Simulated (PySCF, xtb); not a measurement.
C3H8N2Si, SMILES C[Si@]1(N)C=NC1.

GFN2-xTB in xtb at its own geometry gives an orbital gap of 2.87 eV and a dipole moment of 3.69 D.

Geometry: PBE0-D3(BJ)/def2-SVP. The structure was generated by enumeration; whether it is a known compound was not checked. Other conformers were not sampled.

Question: What does B3LYP/def2-TZVP (PySCF) give? (An estimate is asked for; the answer gives what the named calculation found.)

Answer: gap 5.54 eV (levels -6.29 and -0.75 eV), dipole 3.14 D.
